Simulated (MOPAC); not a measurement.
MOPAC input (MNDO):

```
MNDO PRECISE GNORM=0.05 LET XYZ CHARGE=-1 GEO-OK AUX(PRECISION=9) THREADS=1
HPb2

Pb   -0.00000000 1   -0.00000000 1   -1.35978000 1
Pb    0.00000000 1    0.00000000 1    1.32142500 1
H     0.00000000 1    0.00000000 1    3.14514900 1
```

Output:

```
 *******************************************************************************
 **                                                                           **
 **                              MOPAC v23.2.5                                **
 **                                                                           **
 *******************************************************************************
 ** MOPAC's Digital Object Identifier: https://doi.org/10.5281/zenodo.6511958 **
 **                                                                           **
 ** Please cite the open-source release paper for use of this MOPAC version:  **
 ** J. E. Moussa and J. J. P. Stewart (2026)                                  **
 ** MOPAC: An open-source semiempirical molecular orbital program             **
 ** J. Open Source Softw., 11(119), 8025, https://doi.org/10.21105/joss.08025 **
 *******************************************************************************

                              MNDO CALCULATION RESULTS

 *******************************************************************************
 *  MNDO       - The MNDO Hamiltonian to be used
 *  GEO-OK     - OVERRIDE INTERATOMIC DISTANCE AND OTHER SAFETY CHECKS
 *
 *
 *
 *                 CHARGE ON SYSTEM = -1
 *
 *
 *
 *  LET        - OVERRIDE SOME SAFETY CHECKS
 *  PRECISE    - TIGHTER CRITERIA TO BE USED
 *  XYZ        - CARTESIAN COORDINATE SYSTEM TO BE USED
 *  GNORM      - EXIT WHEN GRADIENT NORM DROPS BELOW 0.050
 *  AUX        - OUTPUT AUXILIARY INFORMATION
 *******************************************************************************
MNDO PRECISE GNORM=0.05 LET XYZ CHARGE=-1 GEO-OK AUX(PRECISION=9) THREADS=1
 HPb2

   ATOM   CHEMICAL          X               Y               Z
  NUMBER   SYMBOL      (ANGSTROMS)     (ANGSTROMS)     (ANGSTROMS)

     1      Pb         -0.00000000  *  -0.00000000  *  -1.35978000  *
     2      Pb          0.00000000  *   0.00000000  *   1.32142500  *
     3       H          0.00000000  *   0.00000000  *   3.14514900  *

          CARTESIAN COORDINATES

    NO.       ATOM           X           Y           Z

     1        Pb         -0.0000     -0.0000     -1.3598
     2        Pb          0.0000      0.0000      1.3214
     3         H          0.0000      0.0000      3.1451

  H: (MNDO): M.J.S. DEWAR, W. THIEL, J. AM. CHEM. SOC., 99, 4899, (1977)
 Pb: (MNDO): M.J.S.DEWAR, ET.AL ORGANOMETALLICS 4, 1973-1980 (1985)

           Empirical Formula: H Pb2  =     3 atoms

      MOLECULAR POINT GROUP   :   C*v

      RHF CALCULATION, NO. OF DOUBLY OCCUPIED LEVELS = 5

          Geometry optimization using EF

          DIAGONAL MATRIX USED AS START HESSIAN

 CYCLE:     1  GRAD.:    90.534 HEAT:  59.78099
 CYCLE:     2  GRAD.:    61.450 HEAT:  45.92899
 CYCLE:     3  GRAD.:    47.366 HEAT:  40.31866
 CYCLE:     4  GRAD.:    19.638 HEAT:  38.16491
 CYCLE:     5  GRAD.:     9.685 HEAT:  37.95380
 CYCLE:     6  GRAD.:     2.120 HEAT:  37.89324
 CYCLE:     7  GRAD.:     0.194 HEAT:  37.88741
 CYCLE:     8  GRAD.:     0.019 HEAT:  37.88737

     GRADIENT =  0.01932 IS LESS THAN CUTOFF =  0.05000

 -------------------------------------------------------------------------------
 MNDO PRECISE GNORM=0.05 LET XYZ CHARGE=-1 GEO-OK AUX(PRECISION=9) THREADS=1
 HPb2

     GEOMETRY OPTIMISED USING EIGENVECTOR FOLLOWING (EF).
     SCF FIELD WAS ACHIEVED

                              MNDO CALCULATION
                                                       MOPAC v23.2.5 Linux

          FINAL HEAT OF FORMATION =         37.88737 KCAL/MOL =     158.52075 KJ/MOL

          COSMO AREA              =        104.67 SQUARE ANGSTROMS
          COSMO VOLUME            =         93.51 CUBIC ANGSTROMS

          GRADIENT NORM           =          0.01932          =       0.01116 PER ATOM
          IONIZATION POTENTIAL    =          2.089011 EV
          HOMO LUMO ENERGIES (EV) =         -2.089  4.582
          NO. OF FILLED LEVELS    =          5
          MOLECULAR WEIGHT        =        415.4079         POINT GROUP:  C*v

          MOLECULAR DIMENSIONS (Angstroms)

            Atom       Atom       Distance
            H     3   Pb     1     3.94526
            H     3   Pb     1     0.00000
           Pb     2    H     3     0.00000

          SCF CALCULATIONS        =          9

   ATOM   CHEMICAL          X               Y               Z
  NUMBER   SYMBOL      (ANGSTROMS)     (ANGSTROMS)     (ANGSTROMS)

     1      Pb          0.00000000  *   0.00000000  *  -1.14717088  *
     2      Pb         -0.00000000  *  -0.00000000  *   1.13302193  *
     3       H          0.00000000  *  -0.00000000  *   2.79808460  *

                             CARTESIAN COORDINATES

   1   Pb        0.000000000     0.000000000    -1.147170883
   2   Pb       -0.000000000    -0.000000000     1.133021932
   3    H        0.000000000    -0.000000000     2.798084600

           Empirical Formula: H Pb2  =     3 atoms

      MOLECULAR POINT GROUP   :   C*v

                  EIGENVALUES
 -20.76053 -14.65886  -5.69603  -2.08901  -2.08901   4.58179   4.80521   4.80521
   7.71579

              NET ATOMIC CHARGES AND DIPOLE CONTRIBUTIONS

  ATOM NO.   TYPE          CHARGE      No. of ELECS.   s-Pop       p-Pop
    1         Pb          -0.198466        4.1985     1.96051     2.23795
    2         Pb          -0.704915        4.7049     1.82095     2.88397
    3          H          -0.096619        1.0966     1.09662
 DIPOLE           X         Y         Z       TOTAL
 POINT-CHG.    -0.000     0.000    -4.043     4.043
 HYBRID        -0.000    -0.000     2.577     2.577
 SUM           -0.000    -0.000    -1.465     1.465

          ATOMIC ORBITAL ELECTRON POPULATIONS

     Atom    s        px        py        pz
    1 Pb   1.96051   0.96895   0.96895   0.30005
    2 Pb   1.82095   1.03105   1.03105   0.82186
    3  H   1.09662

 **********************
 *                    *
 * JOB ENDED NORMALLY *
 *                    *
 **********************

 == MOPAC DONE ==
```

The dipole moment of an ion depends on the origin.

The geometry given is a B3LYP-D3(BJ)/def2-TZVP minimum.
